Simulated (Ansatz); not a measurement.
`[OH][Zr]([OH])([Cl])[Br]` and `[OH][Zr]([OH])([OH])[Cl]` differ in one atom or group.

Ansatz, PBE0-D4/def2-TZVP geometries, multiplicity 1. Each molecule was computed in one conformer, which needn't be the lowest.

Elements past krypton have def2 core potentials. Scalar relativity is left out up to krypton.

| property | `[OH][Zr]([OH])([Cl])[Br]` |
| --- | --- |
| HOMO–LUMO gap (B3LYP/def2-TZVPP) / eV | 6.57 |
| HOMO–LUMO gap (ωB97M-V/def2-TZVPP) / eV | 11.08 |
| LUMO energy (ωB97M-V/def2-TZVPP) / eV | 0.48 |
| ideal-gas entropy at 298 K and 1 bar (rigid rotor, harmonic PBE0-D4/def2-TZVP) / J/(mol·K) | 409 |
| HOMO energy (PBE0/def2-TZVPP) / eV | -8.42 |
| LUMO energy (PBE/def2-TZVPP) / eV | -2.17 |

(1) What does the change do to each property? (An estimate is asked.)

Results:

(1) Computed: 
```json
{"property": "HOMO–LUMO gap (B3LYP/def2-TZVPP) / eV", "`[OH][Zr]([OH])([OH])[Cl]`": "7.73", "shift": "1.16"}
{"property": "HOMO–LUMO gap (ωB97M-V/def2-TZVPP) / eV", "`[OH][Zr]([OH])([OH])[Cl]`": "11.45", "shift": "0.37"}
{"property": "LUMO energy (ωB97M-V/def2-TZVPP) / eV", "`[OH][Zr]([OH])([OH])[Cl]`": "0.59", "shift": "0.11"}
{"property": "ideal-gas entropy at 298 K and 1 bar (rigid rotor, harmonic PBE0-D4/def2-TZVP) / J/(mol·K)", "`[OH][Zr]([OH])([OH])[Cl]`": "398", "shift": "-11"}
{"property": "HOMO energy (PBE0/def2-TZVPP) / eV", "`[OH][Zr]([OH])([OH])[Cl]`": "-8.58", "shift": "-0.16"}
{"property": "LUMO energy (PBE/def2-TZVPP) / eV", "`[OH][Zr]([OH])([OH])[Cl]`": "-1.04", "shift": "1.13"}
```

With PBE0 the HOMO falls by 0.16 eV and the LUMO rises by 1.11 eV, so the gap widens by about 1.27 eV. PBE moves the HOMO by 0.00 eV and ωB97M-V by -0.26 eV. The zero-point energy changes by 29.1 kJ/mol with +3 modes.

B3LYP here is the variant with VWN-RPA as its local correlation; programs differ in this.

Spin–orbit coupling is left out; it splits and shifts lone-pair levels of the heavy atoms by tenths of an eV.
